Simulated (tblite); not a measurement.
Question: What does the GFN2-xTB structure of `C/C(=C/F)C(=O)F` look like in three dimensions?

Answer: 
```xyz
11
C4H4F2O angstrom
C     -1.2958    0.1596    0.2672
C      0.1646    0.0571   -0.0395
C      0.9111    1.1430   -0.2607
F      2.2051    1.1050   -0.5397
C      0.7708   -1.2812   -0.0945
O      1.8870   -1.6104   -0.2957
F     -0.1722   -2.2485    0.1341
H     -1.6142    1.1975    0.2805
H     -1.5075   -0.2919    1.2351
H     -1.8731   -0.3832   -0.4795
H      0.5296    2.1558   -0.2332
```

Orientation and origin are arbitrary. Atoms count from 1 in this order. The 3 C–C bonds span 1.336 Å (C2=C3, drawn double) to 1.496 Å (C1–C2, drawn single), a spread of 0.160 Å. The 2 C–F bonds span 1.324 Å (C3–F4, drawn single) to 1.370 Å (C5–F7, drawn single), a spread of 0.046 Å. The 7 heavy atoms lie in one plane (0.011 Å rms). Of the pairs four or more bonds apart, F4···O6 is among the closest relative to their van der Waals radii: 2.74 Å, 92 % of the sum of Bondi's values.

Bonds between heavy atoms (Å): C1–C2 1.496, C2=C3 1.336, C3–F4 1.324, C2–C5 1.470, C5=O6 1.181, C5–F7 1.370.

The geometry is computed with GFN2-xTB (gas phase).

Point group: Cs (every atom within 0.08 Å of its image). Its GFN2-xTB frequencies are all real (lowest 43 cm⁻¹). The numbers are those of one conformer (C1–C2–C5–O6 -179°). 3 starts were optimised and ended at 0.00, 0.22 and 0.22 kcal/mol (GFN2-xTB); the lowest of these is shown.
